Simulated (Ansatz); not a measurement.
[(E)-4,4-dimethyl-3-methylidenepent-1-enyl]benzene (C₁₄H₁₈), SMILES C=C(/C=C/c1ccccc1)C(C)(C)C. Atoms are numbered in the order given.

```xyz
32

C     -2.1130    -2.5386     0.0000
C     -0.8895    -1.9692     0.0000
C     -0.8668    -0.5031     0.0000
C      0.1695     0.3602     0.0000
C      0.0780     1.8211     0.0000
C      1.2671     2.5696     0.0000
C      1.2475     3.9613     0.0000
C      0.0321     4.6424     0.0000
C     -1.1602     3.9152     0.0000
C     -1.1390     2.5261     0.0000
C      0.3919    -2.8104     0.0000
C      1.2139    -2.5199     1.2664
C      0.0794    -4.3092     0.0000
C      1.2139    -2.5199    -1.2664
H     -2.2676    -3.6171     0.0000
H     -3.0121    -1.9166     0.0000
H     -1.8725    -0.0687     0.0000
H      1.1934    -0.0183     0.0000
H      2.2245     2.0410     0.0000
H      2.1881     4.5173     0.0000
H      0.0109     5.7346     0.0000
H     -2.1189     4.4399     0.0000
H     -2.0849     1.9806     0.0000
H      2.1246    -3.1396     1.2734
H      0.6303    -2.7648     2.1670
H      1.5212    -1.4701     1.3498
H      1.0205    -4.8799     0.0000
H     -0.4909    -4.6085    -0.8924
H     -0.4909    -4.6085     0.8924
H      1.5212    -1.4701    -1.3498
H      0.6303    -2.7648    -2.1670
H      2.1246    -3.1396    -1.2734
```

The structure is a stationary point at PBE0-D3(BJ)/def2-SVP. The values are those of a single conformer.

The numbers are results of PBE0-D3(BJ)/def2-SVP in Ansatz (a quantum-chemistry and plane-wave program), not measurements.

Each state was relaxed at this level (stationary points, no frequency check), unrestricted for open shells, gas phase, no zero-point terms. λ is the four-point inner reorganisation energy.

```
quantity           at the neutral's geometry (eV)  adiabatic (eV)  at the other state's geometry (eV)  relaxation of that state (meV)  relaxation of the neutral (meV)  λ (meV)
-----------------  ------------------------------  --------------  ----------------------------------  ------------------------------  -------------------------------  -------
ionisation energy                            7.49            7.33                                7.16                             159                              161      321
T1 energy                                    2.60            2.01                                1.44                             584                              571     1155
```
